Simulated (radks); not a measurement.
Values are calculated unless marked as measured or tabulated.
Charge is removed step by step from the 2s level of the nitrogen ion N3+, starting from [He] 2s2. Code: a radial shooting solver on a logarithmic mesh with Libxc functionals. Model: scalar-relativistic Kohn-Sham, BLYP, spin-unpolarised, spherical densities, point nucleus.

\begin{tabular}{lrrr}
removed (e) & E - E(0) (eV) & eigenvalue (eV) & E minus straight line (eV) \\ \hline
0 & 0.000 & -68.072 & 0.000 \\
0.25 & 17.621 & -72.906 & -1.831 \\
0.5 & 36.457 & -77.788 & -2.447 \\
0.75 & 56.517 & -82.701 & -1.839 \\
1 & 77.807 & -87.624 & 0.000 \\
\end{tabular}

Removing the whole electron costs 77.807 eV by Delta-SCF, against 68.072 eV from minus the eigenvalue at the starting occupation. Slater's transition state (half an electron removed) gives 77.788 eV. Integrating minus the eigenvalue over the occupation (Janak's theorem) gives 77.808 eV. In this scalar-relativistic scheme the density is built from large components alone, so the theorem holds only approximately. The mean slope of the eigenvalue, de/dn, is 19.6 eV per electron. Ionisation energy of N3+ in the NIST Atomic Spectra Database: 77.474 eV (measured).

Beside tabulated values, note that spin-unpolarised runs miss the spin-polarisation part of the exchange energy of open shells.
